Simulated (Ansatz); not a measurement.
A first, cheap relaxation of C2H5ISi, SMILES `[SiH3]/C=C/I`.

```yaml
crystal:
  periodic: [false, false, false]
  atoms:
    - {symbol: Si, position_ang: [-0.928100, 0.558100, -0.766200]}
    - {symbol: C, position_ang: [0.010800, -0.574200, 0.213900]}
    - {symbol: C, position_ang: [1.161100, -0.298500, 0.775300]}
    - {symbol: I, position_ang: [2.300300, -1.677200, 1.879700]}
    - {symbol: H, position_ang: [-0.278800, 1.904900, -0.874900]}
    - {symbol: H, position_ang: [-1.163600, 0.083500, -2.149600]}
    - {symbol: H, position_ang: [-2.278300, 0.797500, -0.144100]}
    - {symbol: H, position_ang: [-0.403700, -1.533200, 0.303600]}
    - {symbol: H, position_ang: [1.668900, 0.692700, 0.745200]}
basis:
  gaussian: {orbitals: def2-SVP}
hamiltonian: {xc: pbe, dispersion: d4}
relax: {f_tol: 0.03, max_steps: 200}
```

```sh
$ ansatz run in.yaml --threads 4 --pin off --events-out ev --progress --plain --max-ram 10444MiB
```

It prints (some lines left out):

```
Functional definition: PBE
mean field -18121.23034322 eV, -665.9429321023 hartree, gradient 2.4e-5 eV, S^2 0.000000; 0 other end points of the search recorded, 0 dependent functions left out
relax step   1: F+E_penalty+E_count = -18121.44494779 eV  Δ(F+E_penalty+E_count) = +0.000e0 eV  max|allowed force component| = 2.101e0 eV/Å  Δτ_max = 0.0000 Å  (26 SCF iters, accepted)
mean field -18121.45153991 eV, -665.9510609306 hartree, gradient 9.6e-6 eV, S^2 0.000000; 0 other end points of the search recorded, 0 dependent functions left out
relax step   2: F+E_penalty+E_count = -18121.66296732 eV  Δ(F+E_penalty+E_count) = -2.180e-1 eV  max|allowed force component| = 9.050e-1 eV/Å  Δτ_max = 0.0607 Å  (30 SCF iters, accepted)
mean field -18121.48996127 eV, -665.9524728895 hartree, gradient 9.1e-6 eV, S^2 0.000000; 0 other end points of the search recorded, 0 dependent functions left out
relax step   3: F+E_penalty+E_count = -18121.70016032 eV  Δ(F+E_penalty+E_count) = -3.719e-2 eV  max|allowed force component| = 2.814e-1 eV/Å  Δτ_max = 0.0537 Å  (30 SCF iters, accepted)
mean field -18121.49704688 eV, -665.9527332811 hartree, gradient 1.6e-5 eV, S^2 0.000000; 0 other end points of the search recorded, 0 dependent functions left out
relax step   4: F+E_penalty+E_count = -18121.70706815 eV  Δ(F+E_penalty+E_count) = -6.908e-3 eV  max|allowed force component| = 1.299e-1 eV/Å  Δτ_max = 0.0905 Å  (27 SCF iters, accepted)
mean field -18121.50068687 eV, -665.9528670482 hartree, gradient 9.8e-6 eV, S^2 0.000000; 0 other end points of the search recorded, 0 dependent functions left out
relax step   5: F+E_penalty+E_count = -18121.71125829 eV  Δ(F+E_penalty+E_count) = -4.190e-3 eV  max|allowed force component| = 3.972e-2 eV/Å  Δτ_max = 0.0642 Å  (29 SCF iters, accepted)
mean field -18121.50147486 eV, -665.9528960063 hartree, gradient 1.1e-5 eV, S^2 0.000000; 0 other end points of the search recorded, 0 dependent functions left out
relax step   6: F+E_penalty+E_count = -18121.71198585 eV  Δ(F+E_penalty+E_count) = -7.276e-4 eV  max|allowed force component| = 4.164e-2 eV/Å  Δτ_max = 0.0458 Å  (29 SCF iters, accepted)
mean field -18121.50146209 eV, -665.9528955370 hartree, gradient 1.0e-5 eV, S^2 0.000000; 0 other end points of the search recorded, 0 dependent functions left out
relax step   7: F+E_penalty+E_count = -18121.71199660 eV  Δ(F+E_penalty+E_count) = -1.075e-5 eV  max|allowed force component| = 1.495e-2 eV/Å  Δτ_max = 0.0178 Å  (30 SCF iters, accepted)
mean field -18121.50146209 eV, -665.9528955370 hartree, gradient 1.3e-5 eV, S^2 0.000000; 1 other end points of the search recorded, 0 dependent functions left out
Total energy: -18121.71203282 eV, -665.9606338684 hartree
Atom 0 at    -0.976756     0.618387    -0.790361 Å, force    -0.002756     0.009179     0.011628 eV/Å
Atom 1 at     0.002117    -0.631787     0.219520 Å, force    -0.011059     0.006887     0.001594 eV/Å
Atom 2 at     1.180230    -0.307953     0.779137 Å, force    -0.014948    -0.009439    -0.006265 eV/Å
Atom 3 at     2.370205    -1.638773     1.917509 Å, force     0.002858     0.003614     0.011195 eV/Å
Atom 4 at    -0.220579     1.918086    -0.819638 Å, force    -0.003767    -0.002181    -0.002200 eV/Å
Atom 5 at    -1.176997     0.120452    -2.197448 Å, force     0.003141    -0.001814     0.006982 eV/Å
Atom 6 at    -2.335455     0.839847    -0.179848 Å, force     0.002663    -0.000405    -0.004065 eV/Å
Atom 7 at    -0.403465    -1.650910     0.352759 Å, force     0.012753    -0.002320    -0.011282 eV/Å
Atom 8 at     1.649300     0.686252     0.701268 Å, force     0.011116    -0.003521    -0.007587 eV/Å
Dipole moment:    -0.086116     0.060541    -0.070622 e Å
```

Hardware: 4 threads of an Intel Xeon 6975P-C on a shared host. Wall time 4.9 s, peak host memory 0.15 GiB.
